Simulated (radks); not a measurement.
Values are calculated unless marked as measured or tabulated.
Removal energies from the manganese ion Mn9+, [Ne] 3s2 3p(1/2: 2, 3/2: 2), by Delta-SCF beside the eigenvalue of the level emptied. Level of theory: Dirac Kohn-Sham, relativistic LDA (MacDonald-Vosko exchange, VWN5 correlation), spin-unpolarised, spherical densities, finite nucleus; Fermi nuclear charge, rms radius of each element as measured or else 0.836 A^(1/3) + 0.57 fm (a radial shooting solver on a logarithmic mesh with Libxc functionals). Sub-shells are occupied by j as written (lower j first in brackets).

removed from,final configuration,Delta-SCF (eV),-eigenvalue (eV)
3p3/2,"[Ne] 3s2 3p(1/2: 2, 3/2: 1)",251.40,237.11
3p1/2,"[Ne] 3s2 3p(1/2: 1, 3/2: 2)",253.27,238.88
3s1/2,"[Ne] 3s1 3p(1/2: 2, 3/2: 2)",284.72,270.32
2p3/2,"[He] 2s2 2p(1/2: 2, 3/2: 3) 3s2 3p(1/2: 2, 3/2: 2)",883.31,842.79
